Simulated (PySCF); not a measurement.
Simulation results for ClGe2H4N

Computed with PySCF 2.14.0. Calculation on a computer-drawn molecule: the log of a Hartree-Fock and frozen-core CCSD(T) single point meant for a local Hartree-Fock minimum, with one planted fault or none, to be diagnosed. Offsets are logged minus clean, where the clean run is the same molecule without the fault. The reference is restricted for singlets and unrestricted otherwise, and also for a bond in bohr or an excited solution. Adding or removing an electron swaps singlet and doublet. The excited solution moves the top pair (singlet) or top alpha electron (doublet) to the lowest empty orbital. Highest occupied and lowest empty are orbital energies over both spins, largest force is the largest gradient component, triples share is (T) over the correlation energy, the T1 limit is 0.02 restricted and 0.045 unrestricted, electrons count all cores, a negative frequency is imaginary (commonest isotopes), and the dipole is about the centre of nuclear charge; on germanium a core potential holds 10 electrons, which the energies leave out, and 3d is frozen in MP2 and coupled-cluster steps.

```yaml
- formula: ClGe2H4N
  logged_structure:
    atoms_angstrom:
      - [Cl, -0.0862, 1.4657, 1.7875]
      - [Ge, 0.7495, -0.4485, 1.2592]
      - ["N", 0.0067, -1.674, 0.429]
      - [Ge, -1.6734, -1.8461, -0.2941]
      - [H, 2.1597, -0.4638, 1.7952]
      - [H, -2.3517, -3.0542, 0.3595]
      - [H, -1.5213, -2.0965, -1.7978]
      - [H, -2.546, -0.6002, -0.0768]
  given:
    meant_charge: 0
    meant_multiplicity: 1
    meant_basis: "cc-pV(D+d)Z"
    meant_basis_and_core_potential_on_germanium: "cc-pVDZ-PP ECP10MDF"
    logged_electrons: 91
    logged_basis_functions: 103
    logged_SCF_converged: "yes"
    logged_spin_squared: 0.7784
    "logged_highest_occupied [eV]": -16.396
    "logged_lowest_empty [eV]": -6.011
    "logged_largest_force [hartree/bohr]": 0.067878
    logged_T1_diagnostic: 0.025268
    logged_D1_diagnostic: 0.12591
    logged_triples_share: 0.030139
    logged_CC_converged: "yes"
    "logged_dipole_magnitude [debye]": 2.6888
    logged_SCF_stable_within_its_kind: "yes"
    "logged_energy_HF [hartree]": -1102.73034
    "logged_energy_CCSD(T) [hartree]": -1103.24393
    possible_faults: "no fault, one electron removed, one electron added, multiplicity raised by two, geometry at a saddle point, SCF held on an excited solution, minimal basis STO-3G, one bond length entered in bohr, all coordinates scaled"
    drawn_bonds_atom: [1, 2, 3, 2, 4, 4, 4]
    drawn_bonds_other_atom: [2, 3, 4, 5, 6, 7, 8]
    drawn_bonds_order: [1, 2, 1, 1, 1, 1, 1]
  results:
    planted_fault: "one electron removed"
    "HF_energy_offset_from_clean_run [kcal/mol]": 183.8
    "CCSD(T)_energy_offset_from_clean_run [kcal/mol]": 213.2
```
